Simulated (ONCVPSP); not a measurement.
Before and after: ONCV potential for Sb

ONCVPSP 4.0.1 input, shortened (lines: element, Z, core and valence counts, functional; n l f; lmax; l rc ep ncon nbas qcut; lloc lpopt rc5 dvloc0; l nproj debl; icmod fcfact rcfact), LDA (Perdew-Wang 92), scalar-relativistic:

```
  Sb 51.00    6    5  -001012      upf
    1    0    2.00
    2    0    2.00
    2    1    6.00
    3    0    2.00
    3    1    6.00
    3    2   10.00
    4    0    2.00
    4    1    6.00
    4    2   10.00
    5    0    2.00
    5    1    3.00
    3
    0    1.25    0.00    4    8   12.10
    1    1.60    0.00    4    8    6.70
    2    0.95    0.00    5   10   10.70
    3    1.55    0.27    5    8    7.40
    4    3    0.70    0.00
    0    2    3.50
    1    3    2.90
    2    2    2.50
    3    1    1.60
    0    0.00    0.00
```

Change: all radii scaled by about 1.19 (s 1.48, p 1.90, d 1.12, f 1.84 bohr); local potential polynomial inside 0.82 bohr (lpopt 3, dvloc0 0 Ha).

Cutoffs: the cutoffs (Ha) at which the residual kinetic energy of the hardest occupied pseudo-wave falls to 1 and 0.1 mHa per electron; they do not see the model core or the augmentation charge, which bear on the density cutoff. Errors are all-electron minus pseudo energies relative to the spin-unpolarised reference configuration.

Question: Predict the effect on cutoff, ghosts and configuration errors.

Answer: The potential gets softer (51 Ha and 73 Ha → 48 Ha and 56 Ha); of the 4 tests that both files solve, the error grows in 2 and shrinks in 0 by more than 15 % and 0.3 meV (median size 4.3 → 9.6 meV); neither file shows a bound ghost. A larger radius leaves more room for a smooth pseudo-wave, so fewer plane waves are needed.

```tsv
quantity	base	changed
cutoff, loose	51 Ha	48 Ha
cutoff, tight	73 Ha	56 Ha
loose cutoff by channel	s 47 Ha, p 22 Ha, d 51 Ha	s 43 Ha, p 19 Ha, d 48 Ha
bound ghosts	none	none
GHOST(+) flags under 300 eV	s at 195.7 eV, s at 211.5 eV	p at 231.9 eV, s at 277.3 eV
error for 4s2 4p6 4d10 5s2 5p2, meV [ΔE 8.51 eV]	-1.9	-2.2
error for 4s2 4p6 4d10 5s2 5p1, meV [ΔE 24.76 eV]	-5.9	-6.6
error for 4s2 4p6 4d10 5s2 5p0, meV [ΔE 49.54 eV]	-13	-14
error for 4s2 4p6 4d9 5s2 5p4, meV [ΔE 31.02 eV]	+2.7	+12
```
